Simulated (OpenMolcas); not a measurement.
# SnGeH6 (SMILES [GeH3][SnH3]): the energy, rung by rung

SnGeH6: 8 atoms, total charge 0, spin state singlet. As SMILES, `[GeH3][SnH3]`. Geometry: relaxed at PBE0-D4/def2-TZVP.

```xyz
8

Ge   -0.7541    0.2858   -1.0413
Sn    0.7515   -0.2903    0.9923
H    -1.8308    1.3073   -0.6395
H    -1.4534   -0.9786   -1.5670
H     0.0875    0.8865   -2.1793
H    -0.1876   -0.9328    2.2652
H     1.9310   -1.4442    0.5538
H     1.5479    1.1091    1.5601
```

Quantity: the energy change with the Ge1–H5 bond stretched from 1.538 to 1.999 Å, in eV. The values are calculated.

| level | kind | program | value (eV) | less CCSD(T)/def2-SVP | CPU time (all runs) |
| --- | --- | --- | --- | --- | --- |
| HF/def2-SVP (core potential) (unrestricted) | Hartree–Fock | OpenMolcas | 1.08 | +0.09 | 13 s |
| SVWN5/def2-SVP (core potential) (restricted) | LDA | OpenMolcas | 0.91 | -0.08 | 36 s |
| BLYP/def2-SVP (core potential) (restricted) | GGA | OpenMolcas | 0.83 | -0.16 | 46 s |
| revPBE/def2-SVP (core potential) (restricted) | GGA | OpenMolcas | 0.85 | -0.14 | 44 s |
| M06-L/def2-SVP (core potential) (restricted) | meta-GGA | OpenMolcas | 0.95 | -0.04 | 54 s |
| B3LYP/def2-SVP (core potential) (restricted) | global hybrid | OpenMolcas | 0.93 | -0.06 | 42 s |
| B2PLYP/def2-SVP (core potential) (restricted) | double hybrid | OpenMolcas | 1.00 | +0.01 | 32 s |
| CCSD(T)/def2-SVP (core potential) (restricted) | coupled cluster or CI | OpenMolcas | 0.99 | 0.00 | 2.7 min |

Differences are taken from CCSD(T)/def2-SVP (core potential) (restricted) for orientation; it has basis-set and higher-order errors of its own. The first shape isn't each level's own minimum. The values span 0.83 to 1.08 eV. In the correlated wave-function rows the outer d shell of Ge, Sn is correlated, in sets not made for it. Times are those of the runs behind each value, whatever else they computed, on shared processors of several kinds: orders of magnitude only.
